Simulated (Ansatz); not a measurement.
Wavefunction ladder for CH7ClO5W (`C[O][W]([OH])([OH])([OH])([OH])[Cl]`)

```xyz
15

C     0.546    2.244    0.536
O     0.076    0.959    0.807
W    -0.250   -0.650   -0.060
O     0.673   -1.921    1.009
O    -1.788   -0.929    0.980
O    -0.668   -2.023   -1.323
O    -0.888    0.409   -1.493
Cl    1.973   -0.373   -0.990
H     0.007    2.650   -0.326
H     0.389    2.881    1.409
H     1.612    2.190    0.296
H     1.600   -2.094    0.818
H    -1.971   -0.449    1.792
H    -0.367   -2.906   -1.089
H    -0.944    0.012   -2.367
```

Charge 0, multiplicity 1. Correlated methods include outer-core shells of W, which these sets cover unevenly. W: def2 effective core potential. Geometry: relaxed with PBE0-D4/def2-TZVP. It is one conformer, not always the lowest. Frozen core, restricted reference, the Gaussian-basis code of Ansatz.

| basis | HF (Eh) | MP2 corr. |
| --- | --- | --- |
| def2-SVP | -941.80163 | -1.61831 |
| def2-TZVPP | -942.52163 | -2.10277 |
| def2-QZVPP | -942.55508 | -2.29088 |

Problem. Estimate the CCSD correlation energy and the (T) correction in each basis where they were run (hartree).

Solution. 
| basis | CCSD corr. | (T) |
| --- | --- | --- |
| def2-SVP | -1.61412 | -0.06085 |
| def2-TZVPP | -2.08347 | -0.10188 |
